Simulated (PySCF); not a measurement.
The multiplicity is imposed and other spin states were not computed.

B3LYP has the VWN-RPA correlation part, as in Gaussian. 

Cartesian coordinates (Å):
```xyz
6

Zn    -0.0257     0.1186     0.0569
N     -1.2623    -1.0300     0.7636
H     -2.0823    -0.5755     1.1826
H     -0.8963    -1.6716     1.4770
S      1.4103     1.3954    -0.9750
H      1.1667     0.8163    -2.1803
```
Charge 0, spin multiplicity 1.

### Question
What is the computed charge on the central atom (meta-Löwdin), total energy, dipole moment, HOMO and charge on the central atom (Mulliken) (B3LYP-D3(BJ)/def2-TZVP // TPSS-D3(BJ)/def2-SVP (PySCF 2.14.0))?

### Answer

```yaml
charge on the central atom (meta-Löwdin): 1.10 e
total_energy: -2234.3024 Ha
dipole_moment: 1.39 D
HOMO: -6.99 eV
charge on the central atom (Mulliken): 0.42 e
```
